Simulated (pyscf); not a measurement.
Cl–CH₂–SiH(Cl)–Cl, singlet

Gas-phase minimum from PySCF at ωB97X-D3(BJ)/def2-SVP, one conformer. Cl–CH₂–SiH(Cl)–Cl lies 43.9 kcal/mol over its isomer H₃C–Si(Cl)(Cl)–Cl (electronic energy, ωB97M-D3(BJ)). 

```xyz
8

Cl     1.5740    -1.3498     0.7993
C     -0.1609    -1.1485     0.4208
Si    -0.5398     0.6839     0.3962
Cl    -2.5636     0.8922     0.0927
Cl     0.4679     1.5503    -1.1618
H     -0.3693    -1.6129    -0.5538
H     -0.7532    -1.6677     1.1888
H     -0.1622     1.3497     1.6585
```

Bonded distances (Å): Cl1–C2 1.787, C2–Si3 1.871, C2–H6 1.100, C2–H7 1.100, Si3–Cl4 2.057, Si3–Cl5 2.048, Si3–H8 1.476. Angles (°): Cl1–C2–Si3 108.0, Cl1–C2–H6 108.9, Cl1–C2–H7 108.8, Si3–C2–H6 111.3, Si3–C2–H7 111.2, H6–C2–H7 108.5, C2–Si3–Cl4 107.5, C2–Si3–Cl5 108.9, C2–Si3–H8 112.2, Cl4–Si3–Cl5 109.2, Cl4–Si3–H8 109.4, Cl5–Si3–H8 109.5.

Properties at ωB97X-D3(BJ)/def2-SVP:

```yaml
harmonic_wavenumbers_unscaled: 68, 109, 170, 230, 243, 533, 608, 689, 712, 815, 825, 863, 1118, 1212, 1423, 2337, 3118, 3194 cm⁻¹
zero_point_energy: 26.1 kcal/mol
rotational_symmetry_number: 1
Entropy of this conformer at 298 K and 1 atm, rigid rotor and harmonic oscillator, modes under 100 cm⁻¹ raised to 100: 356.7 J/(mol K)
dipole_moment: 1.41 D
```

Single-point totals, which compare only within one level:

```
level                   total energy (hartree)
----------------------  ----------------------
ωB97X-D3(BJ)/def2-TZVP             -1710.25237
PBE/def2-TZVP                      -1709.41274
r²SCAN/def2-TZVP                   -1710.04278
B3LYP-D3(BJ)/def2-TZVP             -1710.26309
PBE0-D3(BJ)/def2-TZVP              -1709.56863
M06-2X/def2-TZVP                   -1710.09950
ωB97M-D3(BJ)/def2-TZVP             -1710.38956
```

Soft torsions are taken as harmonic, which can shift the entropy by several J/(mol K).
